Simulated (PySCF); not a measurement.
# An isoelectronic set: 113 electrons

CCSD(T) in PySCF with def2-SVP on every atom (core potentials on Tl, Pb), for the lowest determinant that a PBE0 search found; no spin–orbit coupling. All have 113 electrons, 7 of them in the valence shells, and the same state, a quartet (σ ↑, π ↑↑). For ions De leads to the atom and ion picked by measured ionisation energies and electron affinities.

```json
{"species": "TlGe", "difference of nuclear charges": "49", "Re (Å)": "2.754", "ωe (cm⁻¹)": "157", "k (mdyn/Å)": "0.787", "De (eV)": "1.87", "dissociates to": "Tl + Ge"}
{"species": "GaPb", "difference of nuclear charges": "51", "Re (Å)": "2.745", "ωe (cm⁻¹)": "165", "k (mdyn/Å)": "0.830", "De (eV)": "1.79", "dissociates to": "Ga + Pb"}
{"species": "TlAs⁺", "difference of nuclear charges": "48", "Re (Å)": "3.389", "ωe (cm⁻¹)": "57.6", "k (mdyn/Å)": "0.107", "De (eV)": "n/a", "dissociates to": "Tl⁺ + As"}
{"species": "GePb⁺", "difference of nuclear charges": "50", "Re (Å)": "2.708", "ωe (cm⁻¹)": "181", "k (mdyn/Å)": "1.05", "De (eV)": "n/a", "dissociates to": "Ge + Pb⁺"}
```

Which member of the whole set has the stiffest bond, and how does it compare with the softest?

GePb⁺ with k = 1.05 mdyn/Å, 9.8 times that of TlAs⁺.

Correlated steps freeze 13 core orbitals. Correlated levels converge slowly with the basis: in double zeta they bind strong bonds too weakly, by up to about 1 eV, and carry superposition errors of some tenths. These are scalar-relativistic numbers at best; spin–orbit coupling would shift them, the dissociation energy most. States were picked by a PBE0 search and need not be the measured ground states.
